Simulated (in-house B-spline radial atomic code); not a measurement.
**The strontium ion Sr²⁺: [Ar] 3d10 4s2 4p6**

Method: Dirac-Kohn-Sham LC-wPBE, spherical fractional occupations, exact exchange averaged over the configuration, Fermi nucleus of rms radius 4.224 fm. Calculated with an all-electron radial atomic-structure program (B-spline basis).

Effective charges: Z_r = [3n² - l(l+1)]/(2<r>) from the radius, Z_e = n√(-2ε) from the energy, and Slater's rules. Values are occupation-weighted means over j. An effective charge above Z reflects the relativistic contraction of the inner shells.

```tsv
shell	electrons	ε (eV)	<r> (bohr)	Z_r	Z_e	Slater
1s	2	-15951	0.03916	38.31	34.24	37.70
2s	2	-2176.9	0.1722	34.85	25.30	33.85
2p	6	-1937	0.1503	33.28	23.86	33.85
3s	2	-353.98	0.4917	27.45	15.30	26.75
3p	6	-276.37	0.4982	25.09	13.52	26.75
3d	10	-147.84	0.4984	21.07	9.89	16.85
4s	2	-60.885	1.361	17.64	8.46	10.25
4p	6	-41.45	1.545	14.89	6.98	10.25
```

The least bound orbital is 4p3/2 at -41.04 eV, and it is also the most diffuse (<r> = 1.555 bohr).

Spin-orbit splittings of the orbital energies (j = l + 1/2 above j = l - 1/2 when positive): 2p 68.4 eV, 3p 10.48 eV, 3d 1.83 eV, 4p 1.223 eV.

For the 1s electron the small component carries 1.91 % of the norm, the zero-frequency Breit interaction raises the level by 28.09 eV, self-energy by 15.07 eV, and vacuum polarisation lowers it by 1.624 eV.
